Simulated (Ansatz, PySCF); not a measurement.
Species: SiNHCl₃ (charge 0, doublet). SMILES: [NH][Si](Cl)(Cl)Cl
Coordinates optimised at B3LYP-D3(BJ)/def2-TZVP (Ansatz, a program for electronic structure):
```
Si
N 1 1.7311
H 2 1.0239 1 112.57
Cl 1 2.0305 2 109.34 3 -180.00
Cl 1 2.0443 2 109.47 3 60.50
Cl 1 2.0443 2 109.47 3 -60.50
```
Charge 0, spin multiplicity 2.

Unscaled harmonic wavenumbers (cm⁻¹) in rising order, each level at the stationary point that it reaches from this structure (no distance between atoms moves by over 0.3 Å); the order of modes can differ between levels, and a negative number is imaginary. B3LYP-D3(BJ)/def2-TZVP (PySCF, at the structure above): 51, 153, 188, 230, 250, 257, 446, 589, 592, 785, 882, 3445.

HF/3-21G (Ansatz): -93, 153, 169, 219, 246, 250, 416, 560, 572, 748, 979, 3551. Zero-point energy 11.2 against 11.2 kcal/mol; where all levels lie over 400 cm⁻¹, the wavenumbers are on average 0.990 times those of B3LYP-D3(BJ)/def2-TZVP. This level finds the structure a saddle point. The zero-point energy leaves imaginary modes out.

HF/6-31G* (Ansatz): 100, 171, 199, 252, 264, 274, 482, 642, 642, 847, 939, 3712. Zero-point energy 12.2 against 11.2 kcal/mol; where all levels lie over 400 cm⁻¹, the wavenumbers are on average 1.079 times those of B3LYP-D3(BJ)/def2-TZVP.

B3LYP/6-31G* (Ansatz): -51, 154, 181, 231, 250, 250, 440, 590, 595, 781, 889, 3431. Zero-point energy 11.1 against 11.2 kcal/mol; where all levels lie over 400 cm⁻¹, the wavenumbers are on average 0.999 times those of B3LYP-D3(BJ)/def2-TZVP. This level finds the structure a saddle point. The zero-point energy leaves imaginary modes out.
